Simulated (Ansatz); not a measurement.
# Which method gave which barrier?

Saddle point of Si2H7Cl3O2, singlet (Si₂H₃Cl₃ ([SiH3][Si]([Cl])([Cl])[Cl]) + H₂O + H₂O → SiHCl₃O ([OH][Si]([Cl])([Cl])[Cl]) + SiH₄ + H₂O; bonds formed: Si1–O7, Si2–H8, H6–O9; bonds broken: Si1–Si2, H6–O7, H8–O9), PBE0-D4/def2-TZVP structure:

```csv
atom,x (Å),y (Å),z (Å)
Si1,-0.8842,-0.6904,-0.3340
Si2,0.4854,0.0649,1.6681
Cl3,-1.3330,-2.6736,-0.8182
Cl4,-2.3811,-0.5890,1.1992
Cl5,-1.8550,0.6067,-1.6761
H6,1.0924,0.8387,-1.2997
O7,0.6440,-0.7667,-1.1489
H8,0.3583,1.0702,0.0785
O9,0.8808,1.7012,-0.8328
H10,-0.1949,0.8396,2.7276
H11,0.4472,-1.3982,1.9412
H12,1.9294,0.4380,1.5901
H13,0.6932,-1.4966,-1.7745
H14,0.1174,2.0551,-1.3207
```

Ansatz 0.2.0; basis: def2-TZVPP, with def2-QZVPP for the basis limit; cores frozen in the correlated methods. Extrapolation: Hartree–Fock as exp(−7.88 √X), correlation as X^−2.97. Four methods, as single points on the PBE0-D4 structures, gave these electronic barriers from the start structure: 36.79, 41.98, 54.12, 73.42 kcal/mol.

**Question.** The methods were, in alphabetical order, BHLYP-D4, HF, PBE-D4, PBE0-D4. Which gave which? (A judgement: the text doesn't fix the answer.)

**Answer.** By the calculation: PBE-D4 36.79; PBE0-D4 41.98; BHLYP-D4 54.12; HF 73.42 kcal/mol. For comparison, CCSD(T) at an estimated basis limit (MP2 extrapolated from triple and quadruple zeta, plus CCSD(T) − MP2 in triple zeta) gives 47.45 kcal/mol.

The T1 diagnostic stays at or below 0.012.

Labels in which every atom is bracketed show which atoms are joined, not bond orders.

For scale, one of the runs: CCSD(T)/def2-TZVPP, 370 basis functions, launched by `ansatz run in.yaml --threads 4 --pin off --events-out ev --progress --plain --max-ram 66560MiB --backend cuda --devices 0, --max-vram 37GiB`. Hardware: 4 CPU threads of an AMD EPYC 7R13 and a share of one NVIDIA H100, shared host. Wall time 22 s; peak host memory 1.4 GiB.
